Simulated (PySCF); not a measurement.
## Computed properties of W(NH)(S)(NH2)2 (H5N3SW), SMILES [NH]=[W]([NH2])([NH2])=[S], multiplicity 1

W(NH)(S)(NH2)2 (H₅N₃SW), SMILES [NH2][W](=[S])(=[NH])[NH2], multiplicity 1. Geometry: PBE0-D3(BJ)/def2-SVP. The multiplicity is an assumed one; no other spin state was optimised. The structure was generated by enumeration; whether it is a known compound was not checked. The def2 effective core potentials stand for the cores of W; spin–orbit coupling is left out. The values are those of a single conformer. All values are computed for the isolated molecule unless a solvent is named; none is compared with measurement here.

**Structure.** The optimised structure has Cs symmetry. All 24 harmonic modes at PBE0-D3(BJ)/def2-SVP (PySCF) are real, so it is a minimum. With heavy atoms numbered as in [W:1](=[NH:2])(=[S:4])([NH2:5])[NH2:8], the shortest bond between them is W1–N2 at 1.747 Å and the longest W1–S4 at 2.155 Å.

**Vibrations.** The strongest infrared lines (harmonic, unscaled, degenerate partners summed) lie at 451 cm⁻¹ (244 km/mol, H 78 %, N 21 %), 717 cm⁻¹ (187 km/mol, N 57 %, H 32 %, W 10 %), 3592 cm⁻¹ (161 km/mol, H 96 %). The softest mode is at 169 cm⁻¹ and the zero-point energy is 41.9 kcal/mol.

**Electronic structure.** M06-2X/def2-TZVP (PySCF) places the frontier levels at -8.00 and -0.55 eV, a gap of 7.45 eV, and gives a dipole moment of 3.25 D and a mean polarisability of 84.5 bohr³. PBE/def2-TZVP (PySCF) at the same geometry gives -5.67 and -2.18 eV, so its gap is 3.96 eV narrower. An orbital gap is neither the optical nor the fundamental gap.

**Excitations.** TDA-CAM-B3LYP/def2-SVPD (PySCF) has S1 at 3.91 eV (317 nm, f = 0.000, dark); the most intense of the 10 singlets computed lies at 4.96 eV (f = 0.06). T1 (TDA) is at 3.35 eV, 0.56 eV under S1. TDA-PBE/def2-SVPD (PySCF) puts S1 at 3.75 eV. No vertical singlet excitation falls in the visible range (under 3.1 eV).
